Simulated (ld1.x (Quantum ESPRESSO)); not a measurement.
**Reading a pseudo-wave (O)**

Columns: radius, all-electron u(r) and pseudo u(r) of the 2s shell (level -23.96 eV) of oxygen in the configuration [He] 2s2 2p4; PBE, scalar-relativistic, ultrasoft scheme, ld1.x (Quantum ESPRESSO) 7.5.

```json
{"r (bohr)": "0.095", "all-electron": "0.4204", "pseudo": "-0.1374"}
{"r (bohr)": "0.190", "all-electron": "0.2740", "pseudo": "-0.2760"}
{"r (bohr)": "0.285", "all-electron": "-0.0303", "pseudo": "-0.4154"}
{"r (bohr)": "0.380", "all-electron": "-0.3338", "pseudo": "-0.5526"}
{"r (bohr)": "0.475", "all-electron": "-0.5815", "pseudo": "-0.6818"}
{"r (bohr)": "0.570", "all-electron": "-0.7615", "pseudo": "-0.7951"}
{"r (bohr)": "0.665", "all-electron": "-0.8778", "pseudo": "-0.8838"}
{"r (bohr)": "0.760", "all-electron": "-0.9408", "pseudo": "-0.9410"}
{"r (bohr)": "0.855", "all-electron": "-0.9626", "pseudo": "-0.9626"}
{"r (bohr)": "0.950", "all-electron": "-0.9540", "pseudo": "-0.9540"}
{"r (bohr)": "1.045", "all-electron": "-0.9242", "pseudo": "-0.9242"}
{"r (bohr)": "1.140", "all-electron": "-0.8803", "pseudo": "-0.8803"}
{"r (bohr)": "1.235", "all-electron": "-0.8279", "pseudo": "-0.8279"}
{"r (bohr)": "1.330", "all-electron": "-0.7708", "pseudo": "-0.7708"}
{"r (bohr)": "1.425", "all-electron": "-0.7121", "pseudo": "-0.7121"}
{"r (bohr)": "1.520", "all-electron": "-0.6536", "pseudo": "-0.6536"}
{"r (bohr)": "1.615", "all-electron": "-0.5969", "pseudo": "-0.5969"}
{"r (bohr)": "1.710", "all-electron": "-0.5428", "pseudo": "-0.5428"}
{"r (bohr)": "1.805", "all-electron": "-0.4919", "pseudo": "-0.4919"}
{"r (bohr)": "1.900", "all-electron": "-0.4444", "pseudo": "-0.4444"}
{"r (bohr)": "1.995", "all-electron": "-0.4006", "pseudo": "-0.4006"}
{"r (bohr)": "2.090", "all-electron": "-0.3603", "pseudo": "-0.3603"}
{"r (bohr)": "2.185", "all-electron": "-0.3234", "pseudo": "-0.3234"}
{"r (bohr)": "2.280", "all-electron": "-0.2899", "pseudo": "-0.2899"}
{"r (bohr)": "2.375", "all-electron": "-0.2595", "pseudo": "-0.2595"}
{"r (bohr)": "2.470", "all-electron": "-0.2321", "pseudo": "-0.2321"}
```

Question: How many radial nodes do the two functions have?

Answer: The all-electron 2s function has n − l − 1 = 1; the pseudo-wave has 0, since the states of the same l below it are removed with the core.

Question: At about which radius was the pseudo-wave matched?

Answer: 0.80 bohr, where the columns begin to agree (steps of 0.10 bohr).

Question: Is the pseudo-wave norm-conserving?

Answer: No, it belongs to an ultrasoft set: the norm inside the radius is not constrained, and the difference is carried by the augmentation charge.
